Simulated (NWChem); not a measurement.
System: CH₅BOS; SMILES CB(O)S

The following NWChem deck was run.

```
start job
memory heap 200 mb stack 900 mb global 1100 mb
geometry units angstroms noautoz
  B     -0.093245    -0.414497    -0.003967
  C      1.153823    -1.385270    -0.000887
  H      1.090056    -2.110707    -0.824013
  H      1.184212    -1.967291     0.931258
  H      2.113077    -0.866769    -0.092104
  O     -1.386154    -0.856471     0.000080
  H     -1.437573    -1.824476    -0.000509
  S      0.171805     1.395775    -0.002419
  H     -1.128833     1.760825     0.008958
end
basis spherical
  * library 6-31g*
end
dft
  xc hfexch
  iterations 150
end
tddft
  nroots 8
  notriplet
end
task tddft energy
```

Geometry: optimised at B3LYP/6-31G* (spherical d).

Vertical excitations in the gas phase.

Question: Predict the main results of this run. (Hartree-Fock/6-31G* (spherical d), TDHF.) Quantities: lowest excitation, singlet (eV); oscillator strength of that lowest state; lowest state with f > 0.02, singlet (eV); oscillator strength of that bright state; orbital gap (eV).

Answer: 
```
Quantity                                  Value
----------------------------------------  -----
lowest excitation, singlet (eV)            7.32
oscillator strength of that lowest state  0.001
lowest state with f > 0.02, singlet (eV)   8.51
oscillator strength of that bright state  0.135
orbital gap (eV)                          14.76
```
